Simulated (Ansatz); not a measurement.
[BCl4]- (BCl₄⁻). The state is a singlet with charge -1. Geometry B3LYP-D4/def2-SVPD.

```xyz
5

B    -0.0005    0.0006   -0.0006
Cl   -0.2276    1.3382   -1.3025
Cl    1.2595    0.5716    1.2725
Cl    0.6115   -1.5770   -0.8206
Cl   -1.6429   -0.3334    0.8512
```

Estimate the orbital energies around the gap (eV) in Ansatz with r2SCAN-D4/def2-TZVPD, B97M-V/def2-TZVPD, PBE0-D4/def2-TZVPD, BHLYP-D4/def2-TZVPD, ωB97M-V/def2-TZVPD.


```
orbital  r2SCAN-D4/def2-TZVPD  B97M-V/def2-TZVPD  PBE0-D4/def2-TZVPD  BHLYP-D4/def2-TZVPD  ωB97M-V/def2-TZVPD
 HOMO−9                 -6.10              -6.18               -7.20                -8.53               -9.59
 HOMO−8                 -6.10              -6.18               -7.20                -8.53               -9.59
 HOMO−7                 -3.97              -4.07               -5.08                -6.41               -7.48
 HOMO−6                 -3.97              -4.07               -5.08                -6.41               -7.48
 HOMO−5                 -3.44              -3.56               -4.46                -5.70               -6.73
 HOMO−4                 -3.44              -3.56               -4.46                -5.70               -6.72
 HOMO−3                 -3.44              -3.56               -4.46                -5.69               -6.72
 HOMO−2                 -2.75              -2.88               -3.80                -5.06               -6.08
 HOMO−1                 -2.75              -2.88               -3.80                -5.05               -6.08
   HOMO                 -2.75              -2.87               -3.80                -5.05               -6.08
   LUMO                  3.46               2.98                3.32                 3.55                3.63
 LUMO+1                  3.97               3.51                3.81                 3.99                4.03
 LUMO+2                  3.98               3.51                3.81                 3.99                4.03
 LUMO+3                  3.98               3.51                3.81                 3.99                4.03
 LUMO+4                  4.62               4.26                4.62                 4.90                4.91
 LUMO+5                  4.71               4.26                4.62                 4.90                4.91
```
